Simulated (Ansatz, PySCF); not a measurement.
Gas-phase reaction in SMILES: BC (CH5B) [methylborane] -> B[CH2-] + H+
Each molecule is optimised on its own at B3LYP-D3(BJ)/def2-TZVP (Ansatz, a first-principles code), one conformer each, not searched for the lowest. Frequencies are from Ansatz.
Geometry of the first species:
SMILES: BC
```xyz
7

B      0.8690    -0.0191     0.0480
C     -0.6804     0.0301    -0.0086
H      1.4362    -0.9603     0.5159
H      1.5284     0.8539    -0.4310
H     -1.1090     1.0318    -0.0666
H     -0.9283    -0.4579    -0.9677
H     -1.1895    -0.5528     0.7605
```
Charge 0, spin multiplicity 1.

Quantity: gas-phase deprotonation energy (enthalpy at 298 K, with B3LYP-D3(BJ) rigid-rotor harmonic-oscillator terms), in eV. Cores are frozen in the correlated levels unless marked. Spin-orbit coupling is left out. Non-relativistic. Anions need diffuse functions: aug- sets have them; def2-D sets add few; the other sets have none. CBS(X,Y): correlation extrapolated as X^-3; Hartree-Fock from the larger set.

```tsv
level	program	gas-phase deprotonation energy (eV)
HF/cc-pVDZ	Ansatz	16.54
HF/cc-pwCVTZ	Ansatz	16.39
HF-D4/def2-TZVPD	PySCF + dftd4	16.21
revPBE-D4/def2-TZVPD	Ansatz + dftd4	15.69
TPSS-D3(BJ)/def2-TZVPD	PySCF + dftd3	15.85
TPSS-D4/def2-TZVPD	PySCF + dftd4	15.81
M06-L-D4/def2-TZVPD	PySCF + dftd4	16.01
```

Question: Estimate the value at CCSD(T)/CBS(def2-TZVPPD,def2-QZVPPD) as computed with Ansatz.

Answer: 15.78 eV, so M06-L-D4/def2-TZVPD differs from it by 0.23 eV.
